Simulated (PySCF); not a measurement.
Species: C4H9NSi2.
Structure used (PBE0-D3(BJ)/def2-SVP), in Å, numbered top down from 1:
```
atom  x, y, z in Å
C1     1.9901   -0.9360    0.0940
Si2    0.5370    0.2048   -0.1672
C3     1.1766    1.7912   -0.9212
N4     1.5609    2.7820   -1.3868
C5    -0.9261   -0.4677   -1.1658
Si6   -2.0233   -0.1479    0.3639
C7    -0.5507    0.5783    1.3386
H8     2.7299   -0.4759    0.7666
H9     1.6527   -1.8821    0.5452
H10    2.4838   -1.1653   -0.8626
H11   -0.8341   -1.5199   -1.4759
H12   -1.1893    0.1296   -2.0521
H13   -3.1371    0.8182    0.1258
H14   -2.5754   -1.3985    0.9694
H15   -0.6429    1.6478    1.5812
H16   -0.2750    0.0386    2.2574
```

The closed-shell ground state was solved at several levels (PySCF, density fitting, gas phase, non-relativistic).

```json
{"level": "PBE0/def2-SVPD", "basis functions": "220", "total energy (Eh)": "-790.7714", "HOMO (eV)": "-8.11", "LUMO (eV)": "-0.61", "gap (eV)": "7.50", "dipole (D)": "4.01"}
{"level": "HF/pcSseg-1", "basis functions": "178", "total energy (Eh)": "-788.9841", "HOMO (eV)": "-10.98", "LUMO (eV)": "2.92", "gap (eV)": "13.90", "dipole (D)": "4.13"}
```

Task: What might PBE0/pcSseg-1 (178 basis functions) give for the same quantities?

Result: Total energy -791.0525 Eh, HOMO -8.14 eV, LUMO -0.53 eV, gap 7.61 eV, dipole 3.97 D.

Task: Over all these levels, which gives the widest orbital gap and which the narrowest?

Result: HF/pcSseg-1 (Hartree–Fock, all exact exchange) has the widest, 13.90 eV, and PBE0/def2-SVPD (global hybrid, 25 % exact exchange) the narrowest, 7.50 eV. Functional and basis both differ between the two, so the spread mixes both effects. The HOMO need not be the same orbital at Hartree–Fock and at DFT levels.

Task: How far do the dipole and the HOMO energy spread over the levels?

Result: The dipole runs from 3.97 to 4.13 D (mean 4.03 D) and the HOMO from -10.98 to -8.11 eV.
